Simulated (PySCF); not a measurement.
## Towards the basis-set limit for AsF

State: ³Σ⁻, triplet, unpaired electrons π ↑↑. De refers to As + F. ROHF-based CCSD(T) in PySCF 2.14 with As cc-pwCVDZ-PP with ECP10, F aug-cc-pVDZ and As cc-pwCVTZ-PP with ECP10, F aug-cc-pVTZ (frozen core orbitals: 5; scalar-relativistic core potentials). Correlation energies are extrapolated as n⁻³ (n = 2, 3), Hartree–Fock as (n+1)·exp(−9√n).

| Level | Re (Å) | ωe (cm⁻¹) | ωexe (cm⁻¹) | αe (cm⁻¹) | De (eV) |
| --- | --- | --- | --- | --- | --- |
| CCSD(T)/DZ | 1.7757 | 650.1 | 2.74 | 0.00229 | 3.781 |
| CCSD(T)/TZ | 1.7430 | 678.6 | 3.12 | 0.00256 | 4.048 |
| HF/CBS | 1.7138 | 727.5 | 3.21 | 0.00257 | 2.272 |
| MP2/CBS | 1.7382 | 686.5 | 2.99 | 0.00252 | 4.346 |
| CCSD/CBS | 1.7301 | 699.9 | 3.11 | 0.00254 | 3.933 |
| CCSD(T)/CBS | 1.7382 | 684.7 | 3.16 | 0.00257 | 4.123 |

Q: How much is left between CCSD(T)/TZ and the basis-set limit, and how much do the triples give at the limit?

A: CCSD(T)/CBS less CCSD(T)/TZ: -4.8 mÅ in Re, +6.1 cm⁻¹ in ωe and +0.075 eV in De. CCSD(T)/CBS less CCSD/CBS: +8.1 mÅ in Re, -15.2 cm⁻¹ in ωe and +0.190 eV in De.

The T1 diagnostic is 0.018. The state was picked by a PBE0 search and need not be the measured ground state. Spin–orbit coupling, excitations beyond (T) and corrections to the Born–Oppenheimer picture are left out.

The whole job (state search and all basis sets along the bond) took about 35 min on 4 threads of Intel Xeon Platinum 8259CL @ 2.50GHz (shared host), peak memory 11 GiB.
